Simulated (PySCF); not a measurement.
How methods differ on the excitation energy of Tm

Tm [Xe] 4f13 6s2 (2F) → Tm [Xe] 4f14 6s1 (2S), as a difference of total energies. All numbers are calculated (PySCF 2.14, the spin-free X2C one-electron Hamiltonian (Gaussian nucleus), in ANO-RCC-VTZP (8s7p5d3f2g1h, 104 functions)). The calculations carry no spin-orbit coupling.

| method | excitation energy (cm⁻¹) |
| --- | --- |
| UHF | 76154 |
| PW91 | 33788 |
| revPBE | 33658 |

In the upper state the promoted electron has a positive orbital energy at PW91, revPBE, so the basis confines it.
